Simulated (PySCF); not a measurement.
Structure with atom numbers: `[CH:1]#[C:2][CH2:3][n:4]1[n:5][c:6]([F:7])[cH:8][c:9]1[SiH3:10]` (H(Xn): hydrogen on atom n).

[PySCF: GIAO PBE0/pcSseg-1 shieldings; geometry from GFN2-xTB; single conformer; equivalent nuclei averaged; no solvent model; non-relativistic]

Scale: TMS for 13C (186.93 ppm) and 1H (31.72 ppm) and 29Si (349.16 ppm); 15N (267.73 ppm) vs NH3; 19F (170.95 ppm) against CFCl3 (reference shieldings calculated alike).

```csv
atoms,nucleus,count,Hirshfeld charge,δ (ppm)
H(C3),1H,2,0.07,?
C8,13C,1,-0.11,108.6
C6,13C,1,0.10,173.1
F7,19F,1,-0.08,?
C3,13C,1,0.01,?
N5,15N,1,-0.16,330.8
C2,13C,1,-0.04,83.4
H(C8),1H,1,0.06,6.25
H(Si10),1H,3,-0.07,4.61
N4,15N,1,0.04,221.9
Si10,29Si,1,0.31,-89.0
C1,13C,1,-0.10,?
C9,13C,1,-0.07,135.8
H(C1),1H,1,0.10,1.92
```

Q: Complete the table.

A: 
- C1: 82.8 ppm, terminal alkyne carbon; sp carbons lie upfield of alkene carbons because the cylindrical π system leaves one tensor component strongly shielded
- C3: 44.2 ppm, propargylic sp3 CH2 bonded to N; the inductive effect lowers its shielding
- H(C3): 4.96 ppm, hydrogen on a propargylic sp3 CH2 bonded to N; its carbon carries N, an electronegative neighbour
- F7: -143.3 ppm, aryl fluorine

Shifts are as computed. Against solution values, carbons near 30 ppm lie about +3 ppm off and those near 130 ppm about +5 ppm. Of 1211 compounds with measured shifts, 218 miss one by over three times the rms of a fit or turn the order of signals round; such compounds aren't used in these exercises. Unscaled 19F shifts against computed CFCl3 carry errors that often reach 10 to 50 ppm. Experimental scales use liquid or dissolved standards, which lie at an offset from isolated NH3 (liquid NH3: subtract about 20 ppm). Unscaled 15N shifts of sp2 nitrogen come out 20 to 40 ppm too high even then.
